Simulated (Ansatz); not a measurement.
Cost and result for the atomization energy of C$_{2}$H$_{6}$AuN, SMILES `C[N](C)[Au]` (10 atoms, 9 bonds).

```xyz
10

C    -0.966   -0.100   -0.715
N     0.368   -0.485   -0.308
C     0.919    0.492    0.606
Au    0.390   -2.315    0.482
H    -1.387   -0.836   -1.400
H    -1.671    0.060    0.114
H    -0.881    0.854   -1.257
H     1.923    0.203    0.920
H     0.307    0.682    1.501
H     0.998    1.444    0.060
```

Total charge 0; spin multiplicity 1. Correlated methods include outer-core shells of Au, which these sets cover unevenly. Au takes the def2 core potential. The geometry is a stationary point of PBE0-D4/def2-TZVP. Program: Ansatz. All runs use 4 threads of a server CPU on a shared host. Times are those of one run each, without the atoms' runs, and a repeat can differ threefold. Electronic energies, without spin–orbit coupling; frozen cores. CCSD(T)/CBS adds CCSD(T) − MP2 in def2-TZVPP to the MP2 limit, and its time is that of the two runs behind it. T1 = 0.029. With those shells the extrapolation isn't a true limit.

CCSD(T)/CBS is a level of theory with its own doubt, some kJ/mol a heavy atom from the limit and from the frozen cores, so smaller differences don't rank the functionals.

| level | functions | wall time |
| --- | --- | --- |
| LDA (SPW92)/def2-TZVPP | 233 | 1.2 s |
| BLYP-D4/def2-TZVPP | 233 | 1.6 s |
| PBE-D4/def2-TZVPP (with forces) | 233 | 1.8 s |
| BHLYP-D4/def2-TZVPP | 233 | 2 s |
| r2SCANh-D4/def2-TZVPP | 233 | 3 s |
| r2SCAN-D4/def2-TZVPP (with forces) | 233 | 3.1 s |
| PBE-QIDH/def2-TZVPP | 233 | 4.4 s |
| ωB97X-V/def2-TZVPP | 233 | 4.6 s |
| ωB97M-V/def2-TZVPP (with forces) | 233 | 6.5 s |
| CCSD(T)/def2-SVP | 104 | 7 s |
| MP2/def2-QZVPP | 439 | 18 s |
| CCSD(T)/def2-TZVPP | 233 | 120 s |
| CCSD(T)/CBS(def2) | – | 2.3 min |

(1) What atomization energy does each give, and how far from CCSD(T)/CBS? (An estimate is asked.)

## Answers

(1) The calculation gave: 
```tsv
level	atomization (kJ/mol)	difference from CCSD(T)/CBS	per bond
LDA (SPW92)/def2-TZVPP	3929.6	532.7	59.2
BLYP-D4/def2-TZVPP	3412.7	15.8	1.8
PBE-D4/def2-TZVPP (with forces)	3484.1	87.2	9.7
BHLYP-D4/def2-TZVPP	3259.7	-137.2	-15.2
r2SCANh-D4/def2-TZVPP	3370.2	-26.7	-3.0
r2SCAN-D4/def2-TZVPP (with forces)	3400.6	3.7	0.4
PBE-QIDH/def2-TZVPP	3350.6	-46.3	-5.1
ωB97X-V/def2-TZVPP	3372.3	-24.6	-2.7
ωB97M-V/def2-TZVPP (with forces)	3371.6	-25.3	-2.8
CCSD(T)/def2-SVP	3208.4	-188.5	-20.9
MP2/def2-QZVPP	3400.8	3.9	0.4
CCSD(T)/def2-TZVPP	3301.4	-95.5	-10.6
CCSD(T)/CBS(def2)	3396.9	0.0	0.0
```

At CCSD(T), def2-SVP lies −188.5 kJ/mol from the extrapolated value and def2-TZVPP −95.5 kJ/mol: correlation converges slowly with the basis, and small sets miss more of it in the bonded molecule than in its fragments. From PBE to PBE0 (25 % exact exchange), in def2-TZVPP and without D4, the atomization energy moves by −88.6 kJ/mol: exact exchange takes away binding that semilocal exchange gives to molecules. Leaving LDA and LC-ωPBE aside and taking each functional with its dispersion term where it has one, the values spread over 224.4 kJ/mol, from BHLYP-D4 to PBE-D4. LDA lies +466.2 kJ/mol from PBE without D4, its usual overbinding.
